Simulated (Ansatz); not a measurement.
System: BSiH$_{3}$F$_{2}$, charge 0, singlet. BSiH3F2 (difluoroboranylsilane, SMILES B([SiH3])(F)F).
B3LYP-D3(BJ)/def2-TZVP minimum from Ansatz (a first-principles code):
```
Si
H 1 1.4797
H 1 1.4819 2 109.64
H 1 1.4828 2 109.40 3 119.01
B 1 2.0345 2 110.99 4 120.06
F 5 1.3239 1 122.71 2 -6.23
F 5 1.3249 6 116.14 1 179.63
```
Charge 0, spin multiplicity 1.

Total energies in cc-pV(D+d)Z, 24 correlated electrons, 8 frozen orbitals. Open shells are spin-unrestricted; no spin-orbit coupling. Cores are frozen in correlated methods. No relativity.

```tsv
method	program	energy (Eh)	minus CCSDT(Q) (mEh)
HF	Ansatz	-514.35993	602.43
MP2	Ansatz	-514.91458	47.77
CCSD	Ansatz	-514.94820	14.15
CCSD(T)	Ansatz	-514.96024	2.11
CCSDT(Q)	Ansatz	-514.96235	0.00
```

Rough core times of Ansatz's runs on a shared machine: CCSD(T) under 20 s, CCSDT(Q) 20 min.
